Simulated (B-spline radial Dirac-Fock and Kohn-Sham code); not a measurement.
## Diagram lines of Re²³⁺

System: Re²³⁺ in the configuration [Kr] 4d10 4f6.

Method: multi-electron Dirac-Fock with separately optimised hole states, Breit and Lamb-shift corrections added in first order. Computed with a radial atomic solver. A line energy is the difference of two single-hole energies; the list is a selection of electric-dipole transitions between resolved j subshells. Electron correlation is not included.

| line | energy (keV) | wavelength (Å) |
| --- | --- | --- |
| K-N3 | 71.280 | 0.17394 |
| K-N2 | 71.199 | 0.17414 |
| K-M3 | 69.302 | 0.17890 |
| K-M2 | 68.988 | 0.17972 |
| K-L3 | 61.136 | 0.20280 |
| K-L2 | 59.713 | 0.20763 |
| L1-N3 | 12.143 | 1.0210 |
| L1-N2 | 12.062 | 1.0279 |
| L2-N4 | 11.747 | 1.0554 |
| L2-N1 | 11.377 | 1.0897 |
| L3-N5 | 10.340 | 1.1991 |
| L3-N4 | 10.324 | 1.2009 |
| L1-M3 | 10.165 | 1.2197 |
| L2-M4 | 10.010 | 1.2387 |
| L3-N1 | 9.9544 | 1.2455 |
| L1-M2 | 9.8511 | 1.2586 |
| L2-M1 | 9.0202 | 1.3745 |
| L3-M5 | 8.6533 | 1.4328 |
| L3-M4 | 8.5866 | 1.4439 |
| L3-M1 | 7.5973 | 1.6320 |
| M1-N3 | 2.5466 | 4.8686 |
| M2-N4 | 2.4726 | 5.0143 |
| M1-N2 | 2.4658 | 5.0282 |
| M3-N5 | 2.1742 | 5.7024 |
| M3-N4 | 2.1585 | 5.7440 |
| M2-N1 | 2.1027 | 5.8964 |
| M3-N1 | 1.7886 | 6.9319 |
| M4-N3 | 1.5572 | 7.9619 |
| M5-N3 | 1.4905 | 8.3181 |
| M4-N2 | 1.4764 | 8.3978 |
